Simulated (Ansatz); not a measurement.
Geometry optimisation, RKS PBE-D4/def2-SVP in Ansatz.

Input:

```yaml
crystal:
  periodic: [false, false, false]
  atoms:
    - { symbol: B, position_ang: [0.058323, -0.425779, -0.402302] }
    - { symbol: Cl, position_ang: [-0.163086, 0.07605, 2.613539] }
    - { symbol: H, position_ang: [1.065233, 0.235484, -0.510984] }
    - { symbol: F, position_ang: [-1.142174, 0.086825, -0.692161] }
    - { symbol: O, position_ang: [0.169407, -1.760082, -0.038972] }
    - { symbol: H, position_ang: [-0.710856, -2.180803, 0.004158] }
    - { symbol: H, position_ang: [0.260053, -1.061295, 2.052422] }
basis:
  gaussian: { orbitals: def2-SVP }
hamiltonian:
  xc: pbe
  dispersion: d4
relax:
  f_tol: 0.03
  max_steps: 50
output:
  orbitals: {}
```

Run as:

```bash
$ ansatz run input.yaml --threads 1 --pin off --max-ram 2048MiB --backend cpu --events-out ev --progress --plain --runs-dir out
```

Question: Where does it end, and by what steps?

Answer: The forces met the threshold. The force dipped under the threshold on the way, but the program's further checks kept it going. After 36 steps the energy has fallen by 0.087 eV; F4 moved furthest, 1.46 Å.

```tsv
step	energy less start (eV)	largest force component (eV/Å)	accepted
0	0.0000	0.791	yes
2	-0.0393	0.545	yes
4	-0.0673	0.363	yes
6	-0.0739	0.287	yes
8	-0.0778	0.066	yes
10	-0.0775	0.284	no
12	-0.0812	0.034	yes
14	-0.0823	0.016	yes
16	-0.0831	0.130	yes
18	-0.0845	0.128	yes
20	-0.0854	0.024	yes
22	-0.0858	0.106	yes
24	-0.0851	0.246	no
26	-0.0865	0.061	yes
28	-0.0867	0.058	yes
30	-0.0867	0.095	no
32	-0.0871	0.041	yes
34	-0.0872	0.059	yes
36	-0.0873	0.018	yes
```

```xyz
7
Properties=species:S:1:pos:R:3
B -0.052 -0.372 -0.618
Cl 0.584 -0.471 3.296
H 0.637 0.585 -0.349
F -0.529 -0.555 -1.853
O -0.349 -1.277 0.358
H -0.914 -2.012 0.048
H 0.160 -0.928 2.144
```

The run took 73 s on 1 thread of Arm Neoverse V2, with other jobs on the host, peak memory 0.15 GiB.
